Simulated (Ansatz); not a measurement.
Abridged output of a molecular run in Ansatz:

```
Functional definition: HF
1021 factors; integrals over basis functions are off by at most 1.3e-3 eV
mean field evaluation 1: about -15990.3988 eV, gradient 4.7e1 eV
mean field evaluation 2: about -15990.6285 eV, gradient 4.7e1 eV
mean field evaluation 4: about -15995.2454 eV, gradient 3.4e0 eV
mean field evaluation 8: about -15995.2933 eV, gradient 3.0e-1 eV
mean field -15995.29381085 eV, -587.8162055491 hartree, gradient 2.6e-6 eV, S^2 0.000000; 0 other end points of the search recorded, 0 dependent functions left out
7 core orbitals not correlated, not the lowest: weight in the atoms' cores, before any rotation towards them, 1.000 or more for the frozen orbitals, at most 0.000 for the correlated occupied ones
reference -15995.29381085 eV, -587.8162055491 hartree; 20, 20 occupied and 75, 75 virtual orbitals, 1021 factors
second order -22.89966413 eV of doubles, -0.00000000 eV of singles
cycle   1  -22.58799053 eV  change    3.1e-1 eV  update   1.3e-1
cycle   2  -23.16924636 eV  change   -5.8e-1 eV  update   4.0e-2
cycle   3  -23.33943228 eV  change   -1.7e-1 eV  update   2.5e-2
cycle   4  -23.32690186 eV  change    1.3e-2 eV  update   7.6e-3
cycle   5  -23.31916033 eV  change    7.7e-3 eV  update   3.4e-3
cycle   6  -23.32133576 eV  change   -2.2e-3 eV  update   1.2e-3
cycle   7  -23.32105578 eV  change    2.8e-4 eV  update   5.2e-4
cycle   8  -23.32069389 eV  change    3.6e-4 eV  update   2.2e-4
cycle   9  -23.32083342 eV  change   -1.4e-4 eV  update   9.8e-5
cycle  10  -23.32088251 eV  change   -4.9e-5 eV  update   3.4e-5
perturbative correction -0.58174349 eV, -0.0213786788 hartree
Total energy: -16019.19643685 eV, -588.6946108528 hartree
```

Its atoms:

```xyz
9

N    -1.751   -0.635   -2.379
Cd   -0.929   -0.194   -0.612
O    -0.051    0.231    1.088
Si    1.473    0.441    1.597
H    -2.308   -1.480   -2.327
H    -2.377    0.100   -2.690
H     2.146    1.584    0.908
H     1.476    0.719    3.060
H     2.321   -0.766    1.354
```

(1) Which basis set was used?
A. def2-SVP
B. cc-pV(Q+d)Z
C. def2-QZVPP
D. def2-TZVPP

(2) Write the keys of the input that set method, charge and spin (a neutral closed shell needs none for the last two).

Answers

(1) A. It gives 102 functions.

(2) 
```yaml
correlation: {method: ccsd_t}
```
